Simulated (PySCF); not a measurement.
## Polarisability and C₆ of Tl⁺ (thallium, charge +1)

[Xe] 4f14 5d10 6s2, closed-shell 1S. Calculation: PySCF 2.14, in aug-cc-pwCVTZ-DK3 with one added diffuse shell each of s, d, f type (12s10p9d6f1g, 138 functions); scalar relativity by spin-free X2C-1e. Coupled (time-dependent) response in atomic units; α is the mean over directions.

| method | mean α (bohr³) | C₆ (like pair) | S(−4) |
| --- | --- | --- | --- |
| PBE | 19.98 | 161.1 | 116.2 |

S(−4) is the Cauchy moment in α(ω) = α(0) + S(−4) ω² + …

α(iu) at PBE:

| u (hartree) | α(iu) (bohr³) |
| --- | --- |
| 0 | 19.98 |
| 0.0500 | 19.70 |
| 0.100 | 18.91 |
| 0.200 | 16.46 |
| 0.300 | 13.86 |
| 0.500 | 9.921 |
| 0.750 | 7.067 |
| 1.00 | 5.392 |
| 1.50 | 3.522 |
| 2.00 | 2.505 |
| 3.00 | 1.455 |
| 5.00 | 0.6625 |

For an ion, C₆ is the dispersion term alone; charge-induced terms of lower order in 1/R come first.

Spin-orbit coupling, which splits the p, d and f shells strongly at this Z, is absent.
